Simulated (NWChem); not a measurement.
Molecule: TaF5; SMILES [F][Ta]([F])([F])([F])[F]

def2 effective core potentials on Ta; no spin-orbit coupling.

Task: Give the equilibrium geometry at PBE0/def2-SVP with def2 effective core potentials on Ta (NWChem) as an XYZ file, with the point group.

Result: point group D3h; any orientation.
```
6

Ta     0.0000     0.0000     0.0000
F      0.0000     0.0000     1.8806
F      0.0000     0.0000    -1.8806
F      1.3102     1.3102     0.0000
F      0.4796    -1.7898     0.0000
F     -1.7898     0.4796     0.0000
```
